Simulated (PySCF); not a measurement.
Job file and geometry (Å, from GFN2-xTB) of an NMR shielding run on SMILES [AlH]([C](=C)c1ccccc1)[F], C8H8AlF, GIAO PBE0/pcSseg-1 NMR shielding, non-relativistic, gas phase (PySCF); density fitting, a coarse starting grid and PySCF grid level 2 are the driver's defaults:

```
$ OMP_NUM_THREADS=1 python probes_run.py task.json out

{"job": {"kind": "nmr", "xc": "PBE0", "basis": "pcSseg-1"}, "charge": 0, "multiplicity": 1}
C     -2.063513     0.431979    -1.528061
C     -1.477873     0.201258    -0.346988
Al    -2.599122     0.144402     1.295034
F     -4.215960     0.456371     1.207981
C     -0.033812     0.006468    -0.187590
C      0.556456     0.440175     0.997600
C      1.913604     0.294900     1.209968
C      2.699734    -0.312982     0.243731
C      2.121539    -0.768722    -0.930205
C      0.765975    -0.609187    -1.148884
H     -3.134919     0.573705    -1.592242
H     -1.519023     0.517857    -2.459457
H     -2.113659    -0.263047     2.686666
H     -0.079474     0.911474     1.743354
H      2.360280     0.646489     2.128612
H      3.759600    -0.437698     0.409051
H      2.732690    -1.251585    -1.679109
H      0.318719    -0.975539    -2.061118
```

Question: Write the output of this run.

Answer: 
```
coarse grid: 16360 points
cycle   1  E = -651.1830892412  dE =  1.449e+00  |g| = 7.037e-01  |ddm| = 4.271e+00
cycle   2  E = -651.0875892528  dE =  9.550e-02  |g| = 1.081e+00  |ddm| = 1.508e+00
cycle   3  E = -651.2812561529  dE = -1.937e-01  |g| = 1.071e-01  |ddm| = 8.392e-01
cycle   4  E = -651.2835429611  dE = -2.287e-03  |g| = 3.550e-02  |ddm| = 1.334e-01
cycle   5  E = -651.2838009779  dE = -2.580e-04  |g| = 1.425e-02  |ddm| = 5.052e-02
cycle   6  E = -651.2838498456  dE = -4.887e-05  |g| = 4.138e-03  |ddm| = 1.749e-02
cycle   7  E = -651.2838543829  dE = -4.537e-06  |g| = 7.236e-04  |ddm| = 4.851e-03
final grid: 156136 points
cycle   8  E = -651.3486507276  dE = -4.167e-05  |g| = 7.537e-03  |ddm| = 5.131e-02
cycle   9  E = -651.3486488424  dE =  1.885e-06  |g| = 8.083e-03  |ddm| = 1.853e-02
cycle  10  E = -651.3486665854  dE = -1.774e-05  |g| = 7.996e-04  |ddm| = 9.466e-03
cycle  11  E = -651.3486666974  dE = -1.120e-07  |g| = 3.048e-04  |ddm| = 8.616e-04
cycle  12  E = -651.3486667171  dE = -1.974e-08  |g| = 5.949e-05  |ddm| = 3.160e-04
cycle  13  E = -651.3486667176  dE = -5.068e-10  |g| = 3.998e-05  |ddm| = 1.045e-04
cycle  14  E = -651.3486667180  dE = -4.177e-10  |g| = 6.506e-06  |ddm| = 4.314e-05
converged SCF energy = -651.3486667180

GIAO shielding tensors (ppm)
atom      isotropic    diamagn.    paramagn.     s11        s22        s33       span
  0 C       46.944     253.115    -206.170    -65.106     45.232    160.706    225.812
  1 C       25.233     254.559    -229.327    -75.316     -0.158    151.172    226.489
  2 Al     392.240     794.926    -402.686    329.401    361.430    485.890    156.489
  3 F      315.613     468.310    -152.696    193.183    373.517    380.140    186.956
  4 C       39.484     258.138    -218.654    -52.611      1.237    169.824    222.435
  5 C       49.942     255.022    -205.080    -50.790     42.447    158.169    208.960
  6 C       53.441     252.244    -198.804    -56.043     38.663    177.702    233.745
  7 C       53.899     254.126    -200.227    -57.327     40.282    178.743    236.070
  8 C       51.494     253.986    -202.492    -60.437     37.279    177.640    238.078
  9 C       58.249     250.364    -192.115    -44.817     43.906    175.659    220.476
 10 H       25.377      28.718      -3.342     23.320     23.382     29.428      6.109
 11 H       24.956      31.981      -7.025     21.563     24.096     29.209      7.647
 12 H       26.735      29.280      -2.545     22.099     26.157     31.948      9.848
 13 H       24.197      34.170      -9.973     20.651     23.395     28.546      7.895
 14 H       24.046      30.298      -6.252     20.683     24.379     27.076      6.393
 15 H       24.131      29.383      -5.252     20.917     24.646     26.828      5.911
 16 H       24.003      29.969      -5.966     20.649     24.333     27.028      6.379
 17 H       23.988      33.457      -9.470     20.079     23.515     28.369      8.291
```

Size and cost of the density-fitted run: 217 basis functions, 110 s wall time on 1 thread of an Intel Xeon, shared host; peak memory 0.89 GiB.
